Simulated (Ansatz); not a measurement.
`[S]=[Nb]([Cl])([Cl])[Cl]` + NH₃ → `[NH2][Nb](=[S])([Cl])[Cl]` + HCl at 700 K and 1 bar (ligand exchange at the Nb–Cl bond).

Gas-phase electronic energies from Ansatz, PBE0-D4/def2-TZVP geometries. CCSD(T)/CBS adds triple-zeta CCSD(T) − MP2 to the extrapolated MP2 energy (def2 sets, frozen cores). This one scheme is used for every species. Elements past krypton have def2 core potentials. For Nb outer-core shells are correlated without core-valence functions, which leaves a few kJ/mol of doubt a bond. One conformer a species, not always the lowest.

```csv
species,CCSD(T)/CBS energy (Eh),H − E (kJ/mol),S (J/(mol·K))
`[S]=[Nb]([Cl])([Cl])[Cl]`,-1834.26413,77.7,453.6
NH₃,-56.50880,116.9,226.5
`[NH2][Nb](=[S])([Cl])[Cl]`,-1430.37174,150.5,479.0
HCl,-460.38127,38.4,211.8
```

H − E and S are ideal-gas, rigid-rotor, harmonic terms from PBE0-D4/def2-TZVP, for one conformer and one mirror image of each species. 1 Eh = 2625.50 kJ/mol, R = 8.31446 J/(mol·K).

Question: By hand: ΔE, ΔH, ΔS and ΔG.

Answer: ΔE = (-1430.37174) + (-460.38127) − (-1834.26413) − (-56.50880) = 0.01992 Eh = 52.3 kJ/mol. Δ(H − E) = 150.5 + 38.4 − 77.7 − 116.9 = -5.7, so ΔH = 46.6 kJ/mol. ΔS = 479.0 + 211.8 − 453.6 − 226.5 = 10.7 J/(mol·K). ΔG = 46.6 − 700 × (10.7)/1000 = 39.1 kJ/mol.

Question: By hand: the equilibrium constant, and the temperature at which ΔG would vanish if ΔH and ΔS stayed fixed.

Answer: log₁₀ K = −ΔG/(RT ln 10) = -2.9. ΔG = 0 at ΔH/ΔS = 4355 K, far beyond where these terms or the molecules hold.

The number of gas molecules stays the same, so ΔS is small and ΔH decides. A doubt of 5 kJ/mol in ΔE shifts log₁₀ K by 0.4 here. Other conformers and mirror images would add mixing entropy, several J/(mol·K) or more a flexible species. These are equilibria of isolated gas molecules and say nothing of rates. Largest T1 diagnostic: 0.023 (customary marks: 0.02 for closed shells, 0.045 for open ones).
